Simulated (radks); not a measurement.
Results of a calculation; reference values are marked as such.
Species: Ir V. Configuration: [Xe] 4f14 5d5. Level of theory: scalar-relativistic Kohn-Sham, PBE, spin-unpolarised, spherical densities, finite nucleus; Fermi nuclear charge, rms radius 5.4032 fm (a radial shooting solver on a logarithmic mesh with Libxc functionals). Some entries of the table are withheld. Estimate them.

orbital,occ.,eigenvalue (eV),<r^2> (bohr^2),r(max) (bohr)
1s,2,-76148.10,0.0004196,0.01082
2s,2,(1),0.006419,0.06230
2p,6,-11617.12,0.005363,0.05138
3s,2,-3161.479,0.04149,0.1757
3p,6,(2),0.04243,0.1745
3d,10,-2088.706,0.03516,0.1421
4s,2,-711.6875,0.2023,0.3972
4p,6,-544.2729,0.2307,0.4174
4d,10,-338.3891,0.2646,0.4262
5s,2,-144.6806,1.059,0.8894
4f,14,-109.5204,0.3487,0.3950
5p,6,-100.8723,1.401,0.9987
5d,5,-50.4565,2.515,1.249

Answer. 
(1) 2s eigenvalue (eV): -13361.13
(2) 3p eigenvalue (eV): -2651.241
